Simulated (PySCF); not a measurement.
Species: C4H3ClO2.
Bonds: C1–O2, O2–C3, C3–C4 (double), C4–Cl5, C4–C6, C6–O7 (double), C3–C6. Hydrogens: H8, H9, H10 on C1.

Computed with PySCF, PBE0/cc-pVDZ geometry optimisation, gas phase.

Some entries are withheld. Bonds in one row agree within 0.01 Å.

```
          coordinate    value
               C1–O2  1.436 Å
               O2–C3        ?
               C3–C4        ?
              C4–Cl5  1.702 Å
               C4–C6  1.437 Å
               C6=O7        ?
               C3–C6  1.461 Å
C1–H8, C1–H9, C1–H10  1.098 Å
            C1–O2–C3   114.4°
            O2–C3–C4        ?
            O2–C3–C6   154.3°
            C4–C3–C6    61.3°
           C3–C4–Cl5   145.2°
            C3–C4–C6        ?
           Cl5–C4–C6   151.7°
            C4–C6–O7        ?
            C3–C6–C4    55.6°
            C3–C6–O7   151.2°
```

Fill in the missing values.

- O2–C3 = 1.309 Å, drawn single (ends: oxygen bonded to 2 C; unsaturated ring carbon); 0.08 Å below the sum of covalent radii, 1.39 Å.
- C3–C4 = 1.352 Å, drawn aromatic (both ends unsaturated ring carbon); 0.11 Å below the sum of covalent radii, 1.46 Å.
- C6=O7 = 1.200 Å, drawn double (ring carbonyl carbon to carbonyl oxygen); 0.19 Å below the sum of covalent radii, 1.39 Å.
- O2–C3–C4 = 144.4°, at the unsaturated ring carbon; the outer atoms are 2.534 Å apart.
- C3–C4–C6 = 63.1°, at the unsaturated ring carbon, inside a 3-membered ring; the outer atoms are 1.461 Å apart.
- C4–C6–O7 = 153.2°, at the ring carbonyl carbon; the outer atoms are 2.566 Å apart.

Radii are Cordero's, carbon taken as 0.76, 0.73 or 0.69 Å for four, three, and two or fewer neighbours.

PBE0/cc-pVDZ frequencies: not computed here. One conformer, not necessarily the lowest (C1–O2–C3–C4 180°).
